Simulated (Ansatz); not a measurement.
Ansatz (a first-principles code) input (B3LYP-D3(BJ)/def2-TZVP):

Ansatz 0.2 input:
```yaml
crystal:
  periodic: [false, false, false]
  atoms:
    - {symbol: C, position_ang: [-0.66298072, 0.54274094, 0.61093436]}
    - {symbol: C, position_ang: [0.24341085, 0.14451990, -0.22548928]}
    - {symbol: O, position_ang: [0.62913194, -1.13276310, -0.49135085]}
    - {symbol: H, position_ang: [-1.08342742, 1.45973506, 0.93933438]}
    - {symbol: H, position_ang: [0.83203738, 0.83245782, -0.84564630]}
    - {symbol: H, position_ang: [0.11442715, -1.74263088, 0.05132490]}
basis:
  gaussian:
    orbitals: def2-TZVP
hamiltonian:
  xc: b3lyp
  dispersion: d3bj
magnetization: {spin_polarized: true, initial_magnetization: 1}
relax: {f_tol: 0.002, max_steps: 150}
```

End of the output:

```
integrals: 0.02 GiB planned
643 factors; their error is unknown
mean field: 0.35 GiB planned
mean field evaluation 64: about -4168.5497 eV, gradient 4.5e-3 eV
mean field -4168.54966968 eV, -153.1913748163 hartree, gradient 1.3e-5 eV, S^2 0.758633; 1 other end points of the search recorded, 0 dependent functions left out
the calculation of the forces begins
reference -4168.54987480 eV, -153.1913823544 hartree; 12, 11 occupied and 99, 100 virtual orbitals, 643 factors
Total energy: -4168.67200627 eV, -153.1958706030 hartree
Atom 0 at    -0.657497     0.545750     0.605359 Å, force    -0.000206     0.000548     0.000198 eV/Å
Atom 1 at     0.256929     0.141269    -0.238213 Å, force     0.000235    -0.000376    -0.000186 eV/Å
Atom 2 at     0.632964    -1.145253    -0.494102 Å, force    -0.000237    -0.000040     0.000204 eV/Å
Atom 3 at    -1.097451     1.461145     0.952701 Å, force     0.000056    -0.000298    -0.000066 eV/Å
Atom 4 at     0.831392     0.839037    -0.845501 Å, force    -0.000049     0.000029     0.000050 eV/Å
Atom 5 at     0.106262    -1.737889     0.058865 Å, force     0.000201     0.000136    -0.000200 eV/Å
Dipole moment:    -0.100050     0.059565     0.091064 e Å
```

It need not be the lowest isomer of its formula.
